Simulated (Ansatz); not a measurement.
Ansatz (a program for electronic structure) input:
A basis named .json is the Basis Set Exchange file of that set.

Ansatz 0.2 input:
```yaml
crystal:
  periodic: [false, false, false]
  atoms:
    - {symbol: Si, position_ang: [-0.55320785, 0.17136907, -0.17273039]}
    - {symbol: F, position_ang: [1.07473403, -0.08299006, 0.27977855]}
    - {symbol: H, position_ang: [-0.70575794, -1.06312497, -1.11161160]}
    - {symbol: H, position_ang: [-1.22193838, -0.58913144, 1.01183005]}
basis:
  gaussian:
    orbitals: aug-cc-pV_D+d_Z.json
total_charge: -1
magnetization: {spin_polarized: false}
correlation: {method: ccsd_t, electrons: outside_noble_gas}
output: {forces: true}
```

Q: Predict the final energy.

A: -389.93760 Eh (CCSD(T)/aug-cc-pV(D+d)Z). The basis has 73 functions.

It need not be the lowest isomer of its formula. Whether it binds its extra electron was not tested at this geometry.
